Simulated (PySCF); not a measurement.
H₂Te, charge +1, doublet, geometry from GFN2-xTB (a state made from the parent by changing its charge; the spin is typed, not shown lowest) (core potentials on Te), with bond 3-1 at 1.8 times its length; CASSCF(7,8)/def2-SVP in PySCF.

PySCF was given this input:
```python
from pyscf import gto, scf, mcscf
import numpy

mol = gto.Mole()
mol.atom = '''
    Te    0.000325    0.042161    0.003208
    H    -1.194524   -1.085817   -0.099627
    H     2.119481   -2.025537   -0.123545
'''
mol.basis = 'def2-svp'
mol.ecp = {'Te': 'def2-svp'}
mol.charge = 1
mol.spin = 1
mol.verbose = 4
mol.build()

mf = scf.ROHF(mol)
mf.kernel()
mc = mcscf.CASSCF(mf, 8, 7)
mc.fix_spin_(ss=0.75)
mc.kernel()
occ = numpy.linalg.eigvalsh(mc.fcisolver.make_rdm1(mc.ci, mc.ncas, mc.nelecas))[::-1]
ss = mc.fcisolver.spin_square(mc.ci, mc.ncas, mc.nelecas)[0]
print('natural occupations', occ.round(4), ' <S^2>', round(ss, 4))
```

Problem. Write the output that PySCF gives for this input, abridged.

Solution. 
```
PySCF version 2.14.0

[INPUT] verbose = 4
[INPUT] num. atoms = 3
[INPUT] num. electrons = 25
[INPUT] charge = 1
[INPUT] spin (= nelec alpha-beta = 2S) = 1
[INPUT] symmetry False subgroup None
[INPUT] Mole.unit = angstrom
[INPUT] Symbol           X                Y                Z      unit          X                Y                Z       unit  Magmom
[...]
nuclear repulsion = 12.1532321362479
number of shells = 16
number of NR pGTOs = 75
number of NR cGTOs = 36
basis = def2-svp
ecp = {'Te': 'def2-svp'}

******** <class 'pyscf.scf.rohf.ROHF'> ********
method = ROHF
initial guess = minao
damping factor = 0
level_shift factor = 0
DIIS = <class 'pyscf.scf.diis.CDIIS'>
diis_start_cycle = 1
diis_space = 8
diis_damp = 0
SCF conv_tol = 1e-09
SCF conv_tol_grad = None
SCF max_cycles = 50
direct_scf = True
direct_scf_tol = 1e-13
num. doubly occ = 12  num. singly occ = 1
Set gradient conv threshold to 3.16228e-05
init E= -239.275079539565
[...]
cycle= 1 E= -266.969315418651  delta_E= -27.7  |g|= 1.67  |ddm|= 4.86

WARN: HOMO -0.165570350010769 >= LUMO -0.304568232552046

cycle= 2 E= -267.265991730664  delta_E= -0.297  |g|= 0.925  |ddm|= 2.93
[...]
cycle= 3 E= -267.644947160988  delta_E= -0.379  |g|= 0.262  |ddm|= 1.42
[...]
cycle= 4 E= -267.695844086273  delta_E= -0.0509  |g|= 0.0545  |ddm|= 0.435
[...]
cycle= 5 E= -267.69791467791  delta_E= -0.00207  |g|= 0.0179  |ddm|= 0.0919
[...]
cycle= 6 E= -267.698180946106  delta_E= -0.000266  |g|= 0.00331  |ddm|= 0.0413
[...]
cycle= 7 E= -267.698195591295  delta_E= -1.46e-05  |g|= 0.00101  |ddm|= 0.00834
[...]
cycle= 8 E= -267.698197106453  delta_E= -1.52e-06  |g|= 0.000271  |ddm|= 0.00245
[...]
cycle= 9 E= -267.698197238479  delta_E= -1.32e-07  |g|= 5.68e-05  |ddm|= 0.000836
[...]
cycle= 10 E= -267.698197241478  delta_E= -3e-09  |g|= 1.11e-05  |ddm|= 0.000131
[...]
cycle= 11 E= -267.698197241593  delta_E= -1.15e-10  |g|= 2.83e-06  |ddm|= 2.12e-05
[...]
Extra cycle  E= -267.698197241602  delta_E= -9.15e-12  |g|= 1.24e-06  |ddm|= 5.5e-06
converged SCF energy = -267.698197241602

******** <class 'pyscf.mcscf.mc1step.CASSCF'> ********
CAS (4e+3e, 8o), ncore = 9, nvir = 19
max_cycle_macro = 50
max_cycle_micro = 4
conv_tol = 1e-07
conv_tol_grad = None
orbital rotation max_stepsize = 0.02
orbital rotation threshold for CI restart = 0.01
augmented hessian ah_max_cycle = 30
augmented hessian ah_conv_tol = 1e-12
augmented hessian ah_linear dependence = 1e-14
augmented hessian ah_level shift = 1e-08
augmented hessian ah_start_tol = 2.5
augmented hessian ah_start_cycle = 3
augmented hessian ah_grad_trust_region = 3
kf_trust_region = 3
kf_interval = 4
ci_response_space = 4
ci_grad_trust_region = 3
with_dep4 0
natorb = False
canonicalization = True
sorting_mo_energy = False
ao2mo_level = 2
internal_rotation = False
******** <class 'pyscf.fci.addons.SpinPenaltyFCISolver'> ********
max. cycles = 50
conv_tol = 1e-08
davidson only = True
linear dependence = 1e-12
level shift = 0.001
max iter space = 12
nroots = 1
pspace_size = 400
spin = None
CASCI E = -267.786058059443  S^2 = 0.7500000
Set conv_tol_grad to 0.000316228
macro iter   1 ( 21 JK    4 micro), CASSCF E = -267.806441919706  dE = -2.03838603e-02  S^2 = 0.7500000
               |grad[o]|=0.0841  |grad[c]|=0.0219  |ddm|=0.0489  |maxRot[o]|=0.297
macro iter   2 ( 21 JK    4 micro), CASSCF E = -267.811387246622  dE = -4.94532692e-03  S^2 = 0.7500000
               |grad[o]|=0.0356  |grad[c]|=0.0104  |ddm|=0.00955  |maxRot[o]|= 0.31
macro iter   3 ( 21 JK    4 micro), CASSCF E = -267.814216546738  dE = -2.82930012e-03  S^2 = 0.7500000
               |grad[o]|=0.0142  |grad[c]|=0.00859  |ddm|=0.00412  |maxRot[o]|=0.313
macro iter   4 ( 21 JK    4 micro), CASSCF E = -267.816712200943  dE = -2.49565421e-03  S^2 = 0.7500000
               |grad[o]|=0.00789  |grad[c]|=0.00793  |ddm|=0.00387  |maxRot[o]|=0.313
macro iter   5 ( 21 JK    4 micro), CASSCF E = -267.818322411223  dE = -1.61021028e-03  S^2 = 0.7500000
               |grad[o]|=0.00475  |grad[c]|=0.00733  |ddm|=0.00445  |maxRot[o]|=0.313
macro iter   6 ( 15 JK    4 micro), CASSCF E = -267.818525687937  dE = -2.03276714e-04  S^2 = 0.7500000
               |grad[o]|=0.00168  |grad[c]|=0.00309  |ddm|=0.00295  |maxRot[o]|=0.106
macro iter   7 ( 11 JK    4 micro), CASSCF E = -267.818557764513  dE = -3.20765758e-05  S^2 = 0.7500000
               |grad[o]|=0.000269  |grad[c]|=0.00207  |ddm|=0.000647  |maxRot[o]|=0.0757
macro iter   8 (  3 JK    1 micro), CASSCF E = -267.818563336359  dE = -5.57184597e-06  S^2 = 0.7500000
               |grad[o]|=0.000182  |grad[c]|=0.00182  |ddm|=0.000169  |maxRot[o]|=0.0155
macro iter   9 (  3 JK    1 micro), CASSCF E = -267.818568270169  dE = -4.93381026e-06  S^2 = 0.7500000
               |grad[o]|=0.000158  |grad[c]|=0.00172  |ddm|=0.000164  |maxRot[o]|=0.0144
macro iter  10 (  3 JK    1 micro), CASSCF E = -267.818572753364  dE = -4.48319486e-06  S^2 = 0.7500000
               |grad[o]|=0.00015  |grad[c]|=0.00165  |ddm|=0.000161  |maxRot[o]|=0.0135
macro iter  11 (  3 JK    1 micro), CASSCF E = -267.818576903739  dE = -4.15037499e-06  S^2 = 0.7500000
               |grad[o]|=0.000144  |grad[c]|=0.00158  |ddm|=0.000158  |maxRot[o]|=0.0129
macro iter  12 (  3 JK    1 micro), CASSCF E = -267.818580801883  dE = -3.89814386e-06  S^2 = 0.7500000
               |grad[o]|=0.000139  |grad[c]|=0.00154  |ddm|=0.000157  |maxRot[o]|=0.0123
macro iter  13 (  3 JK    1 micro), CASSCF E = -267.818584519770  dE = -3.71788752e-06  S^2 = 0.7500000
               |grad[o]|=0.000135  |grad[c]|=0.0015  |ddm|=0.000157  |maxRot[o]|=0.0118
macro iter  14 (  3 JK    1 micro), CASSCF E = -267.818588116861  dE = -3.59709134e-06  S^2 = 0.7500000
               |grad[o]|=0.000133  |grad[c]|=0.00148  |ddm|=0.000157  |maxRot[o]|=0.0115
macro iter  15 (  3 JK    1 micro), CASSCF E = -267.818591646658  dE = -3.52979686e-06  S^2 = 0.7500000
               |grad[o]|=0.000132  |grad[c]|=0.00146  |ddm|=0.000159  |maxRot[o]|=0.0112
[...]
macro iter  22 (  3 JK    1 micro), CASSCF E = -267.818618481515  dE = -4.38123288e-06  S^2 = 0.7500000
               |grad[o]|=0.000146  |grad[c]|=0.00163  |ddm|=0.000192  |maxRot[o]|=0.0114
macro iter  23 (  3 JK    1 micro), CASSCF E = -267.818623242091  dE = -4.76057630e-06  S^2 = 0.7500000
               |grad[o]|=0.000156  |grad[c]|=0.0017  |ddm|=0.000193  |maxRot[o]|=0.0119
macro iter  24 (  3 JK    1 micro), CASSCF E = -267.818628414799  dE = -5.17270774e-06  S^2 = 0.7500000
               |grad[o]|=0.000161  |grad[c]|=0.00177  |ddm|=0.000203  |maxRot[o]|=0.0123
macro iter  25 (  3 JK    1 micro), CASSCF E = -267.818634088374  dE = -5.67357466e-06  S^2 = 0.7500000
               |grad[o]|=0.000169  |grad[c]|=0.00186  |ddm|=0.000215  |maxRot[o]|=0.0128
macro iter  26 (  3 JK    1 micro), CASSCF E = -267.818640366827  dE = -6.27845282e-06  S^2 = 0.7500000
               |grad[o]|=0.000178  |grad[c]|=0.00195  |ddm|=0.000228  |maxRot[o]|=0.0135
macro iter  27 (  3 JK    1 micro), CASSCF E = -267.818647393360  dE = -7.02653335e-06  S^2 = 0.7500000
               |grad[o]|=0.00019  |grad[c]|=0.00207  |ddm|=0.000263  |maxRot[o]|=0.0142
macro iter  28 (  3 JK    1 micro), CASSCF E = -267.818655254897  dE = -7.86153709e-06  S^2 = 0.7500000
               |grad[o]|=0.0002  |grad[c]|=0.00219  |ddm|=0.000262  |maxRot[o]|=0.015
macro iter  29 (  3 JK    1 micro), CASSCF E = -267.818664168132  dE = -8.91323515e-06  S^2 = 0.7500000
               |grad[o]|=0.000215  |grad[c]|=0.00233  |ddm|=0.000298  |maxRot[o]|=0.016
macro iter  30 (  3 JK    1 micro), CASSCF E = -267.818674280974  dE = -1.01128421e-05  S^2 = 0.7500000
               |grad[o]|=0.000229  |grad[c]|=0.00248  |ddm|=0.00032  |maxRot[o]|=0.0171
macro iter  31 (  3 JK    1 micro), CASSCF E = -267.818685803835  dE = -1.15228613e-05  S^2 = 0.7500000
               |grad[o]|=0.000246  |grad[c]|=0.00265  |ddm|=0.000337  |maxRot[o]|=0.0183
macro iter  32 (  3 JK    1 micro), CASSCF E = -267.818698961607  dE = -1.31577718e-05  S^2 = 0.7500000
               |grad[o]|=0.000265  |grad[c]|=0.00283  |ddm|=0.000359  |maxRot[o]|=0.0196
macro iter  33 (  3 JK    1 micro), CASSCF E = -267.818713189915  dE = -1.42283080e-05  S^2 = 0.7500000
               |grad[o]|=0.000285  |grad[c]|=0.00287  |ddm|=0.000361  |maxRot[o]|= 0.02
macro iter  34 (  9 JK    4 micro), CASSCF E = -267.818777732344  dE = -6.45424284e-05  S^2 = 0.7500000
               |grad[o]|=0.000306  |grad[c]|=0.00285  |ddm|=0.00126  |maxRot[o]|=0.0798
macro iter  35 (  8 JK    3 micro), CASSCF E = -267.818841723520  dE = -6.39911764e-05  S^2 = 0.7500000
               |grad[o]|=0.000423  |grad[c]|=0.00412  |ddm|=0.00148  |maxRot[o]|=0.0697
macro iter  36 (  4 JK    1 micro), CASSCF E = -267.818870974201  dE = -2.92506807e-05  S^2 = 0.7500000
               |grad[o]|=0.000465  |grad[c]|=0.00418  |ddm|=0.000585  |maxRot[o]|=0.0307
macro iter  37 (  4 JK    1 micro), CASSCF E = -267.818900978844  dE = -3.00046430e-05  S^2 = 0.7500000
               |grad[o]|=0.000452  |grad[c]|=0.00422  |ddm|=0.000608  |maxRot[o]|=0.0313
macro iter  38 (  4 JK    1 micro), CASSCF E = -267.818930901845  dE = -2.99230013e-05  S^2 = 0.7500000
               |grad[o]|=0.000458  |grad[c]|=0.00421  |ddm|=0.000615  |maxRot[o]|=0.0314
macro iter  39 (  4 JK    1 micro), CASSCF E = -267.818959847867  dE = -2.89460219e-05  S^2 = 0.7500000
               |grad[o]|=0.000458  |grad[c]|=0.00412  |ddm|=0.000614  |maxRot[o]|=0.0311
macro iter  40 (  4 JK    1 micro), CASSCF E = -267.818986987856  dE = -2.71399895e-05  S^2 = 0.7500000
               |grad[o]|=0.000451  |grad[c]|=0.00398  |ddm|=0.000602  |maxRot[o]|=0.0302
macro iter  41 (  9 JK    4 micro), CASSCF E = -267.819051156434  dE = -6.41685778e-05  S^2 = 0.7500000
               |grad[o]|=0.000436  |grad[c]|=0.00262  |ddm|=0.00132  |maxRot[o]|=0.0799
macro iter  42 (  9 JK    4 micro), CASSCF E = -267.819097584729  dE = -4.64282946e-05  S^2 = 0.7500000
               |grad[o]|=0.000375  |grad[c]|=0.00254  |ddm|=0.00136  |maxRot[o]|=0.0771
macro iter  43 (  3 JK    1 micro), CASSCF E = -267.819104510820  dE = -6.92609120e-06  S^2 = 0.7500000
               |grad[o]|=0.000261  |grad[c]|=0.00198  |ddm|=0.000324  |maxRot[o]|=0.0154
macro iter  44 (  3 JK    1 micro), CASSCF E = -267.819109904078  dE = -5.39325839e-06  S^2 = 0.7500000
               |grad[o]|=0.000209  |grad[c]|=0.00174  |ddm|=0.000267  |maxRot[o]|=0.0135
macro iter  45 (  3 JK    1 micro), CASSCF E = -267.819114094844  dE = -4.19076599e-06  S^2 = 0.7500000
               |grad[o]|=0.000188  |grad[c]|=0.00154  |ddm|=0.000224  |maxRot[o]|=0.0119
macro iter  46 (  3 JK    1 micro), CASSCF E = -267.819117322091  dE = -3.22724645e-06  S^2 = 0.7500000
               |grad[o]|=0.000163  |grad[c]|=0.00135  |ddm|=0.000204  |maxRot[o]|=0.0104
macro iter  47 (  3 JK    1 micro), CASSCF E = -267.819119801094  dE = -2.47900317e-06  S^2 = 0.7500000
               |grad[o]|=0.000144  |grad[c]|=0.00118  |ddm|=0.000177  |maxRot[o]|=0.00904
macro iter  48 (  3 JK    1 micro), CASSCF E = -267.819121695472  dE = -1.89437804e-06  S^2 = 0.7500000
               |grad[o]|=0.000126  |grad[c]|=0.00103  |ddm|=0.000154  |maxRot[o]|=0.00786
macro iter  49 (  3 JK    1 micro), CASSCF E = -267.819123144705  dE = -1.44923314e-06  S^2 = 0.7500000
               |grad[o]|=0.000109  |grad[c]|=0.000899  |ddm|=0.000147  |maxRot[o]|=0.00681
macro iter  50 (  3 JK    1 micro), CASSCF E = -267.819124248213  dE = -1.10350788e-06  S^2 = 0.7500000
               |grad[o]|=9.74e-05  |grad[c]|=0.000787  |ddm|=0.000116  |maxRot[o]|=0.00592
1-step CASSCF not converged,  50 macro (288 JK  82 micro) steps
CASSCF canonicalization
Density matrix diagonal elements [1.98124466 1.95395449 1.4629748  1.         0.5366581  0.04381664
 0.01179407 0.00955724]
CASSCF energy = -267.819124248213
CASCI E = -267.819124248213  E(CI) = -11.9163640521343  S^2 = 0.7500000
natural occupations [1.9841 1.9551 1.4694 1.     0.5292 0.0435 0.0098 0.0089]  <S^2> 0.75
```

Convergence was not reached.
